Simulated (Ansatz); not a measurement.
Cost and result for the atomization energy of C2H4AlBZn (9 atoms, 9 bonds).

```xyz
9

B     0.753   -0.562   -0.529
C     0.236    0.815   -0.716
C    -0.409    1.891   -0.592
Zn   -1.445    1.052    1.029
Al   -0.424   -1.224    1.152
H     1.802   -0.738    0.055
H     0.354   -1.458   -1.244
H    -0.510    2.871   -1.022
H    -0.357   -2.648    1.868
```

Charge 0, multiplicity 1. For Zn the d shell is correlated and the shells below it are frozen. Scalar relativity is left out up to krypton. The bonds changed during the relaxation, so this is another structure than the one it started from. The geometry is a stationary point of PBE0-D4/def2-TZVP. Program: Ansatz. All runs use 4 threads of a server CPU on a shared host. Times are those of one run each, without the atoms' runs, and a repeat can differ threefold. Electronic energies, without spin–orbit coupling; frozen cores. CCSD(T)/CBS adds CCSD(T) − MP2 in def2-TZVPP to the MP2 limit, and its time is that of the two runs behind it. T1 = 0.019. With those shells the extrapolation isn't a true limit. HSE06 is the plane-wave form, built on full-range PBE exchange.

CCSD(T)/CBS is a level of theory with its own doubt, some kJ/mol a heavy atom from the limit and from the frozen cores, so smaller differences don't rank the functionals.

| level | functions | wall time |
| --- | --- | --- |
| BLYP-D4/def2-TZVPP | 255 | 2.9 s |
| PBE-D4/def2-TZVPP (with forces) | 255 | 3.4 s |
| PBE0-D4/def2-TZVPP | 255 | 4.1 s |
| HSE06-D4/def2-TZVPP | 255 | 4.5 s |
| r2SCAN-D4/def2-TZVPP (with forces) | 255 | 5.5 s |
| r2SCANh-D4/def2-TZVPP | 255 | 6 s |
| CCSD(T)/def2-SVP | 111 | 6 s |
| PBE-QIDH/def2-TZVPP | 255 | 8 s |
| ωB97X-V/def2-TZVPP | 255 | 9.5 s |
| ωB97M-V/def2-TZVPP (with forces) | 255 | 14 s |
| MP2/def2-QZVPP | 461 | 37 s |
| CCSD(T)/def2-TZVPP | 255 | 100 s |
| CCSD(T)/CBS(def2) | – | 2.3 min |

Question: What atomization energy does each give, and how far from CCSD(T)/CBS? (Best estimate.)

Answer: Computed: 
```
                             level  atomization (kJ/mol)  difference from CCSD(T)/CBS  per bond
                BLYP-D4/def2-TZVPP                2944.8                         12.3       1.4
   PBE-D4/def2-TZVPP (with forces)                3055.0                        122.5      13.6
                PBE0-D4/def2-TZVPP                2993.1                         60.6       6.7
               HSE06-D4/def2-TZVPP                2996.6                         64.1       7.1
r2SCAN-D4/def2-TZVPP (with forces)                3014.2                         81.7       9.1
             r2SCANh-D4/def2-TZVPP                2989.4                         56.9       6.3
                  CCSD(T)/def2-SVP                2798.6                       -133.9     -14.9
               PBE-QIDH/def2-TZVPP                2964.5                         32.0       3.6
                ωB97X-V/def2-TZVPP                2940.9                          8.4       0.9
  ωB97M-V/def2-TZVPP (with forces)                2955.2                         22.7       2.5
                    MP2/def2-QZVPP                2988.9                         56.4       6.3
                CCSD(T)/def2-TZVPP                2862.9                        -69.6      -7.7
                 CCSD(T)/CBS(def2)                2932.5                          0.0       0.0
```

From PBE to PBE0 (25 % exact exchange), in def2-TZVPP and without D4, the atomization energy moves by −58.5 kJ/mol: exact exchange takes away binding that semilocal exchange gives to molecules. The D4 term adds +36.9 kJ/mol with B3LYP and +19.0 kJ/mol with PBE0; it sums over pairs of atoms, weighted by their polarisabilities, and B3LYP, whose exchange is more repulsive, gets the larger term. At CCSD(T), def2-SVP lies −133.9 kJ/mol from the extrapolated value and def2-TZVPP −69.7 kJ/mol: correlation converges slowly with the basis, and small sets miss more of it in the bonded molecule than in its fragments.

B3LYP here is the variant with VWN-RPA as its local correlation; programs differ in this.
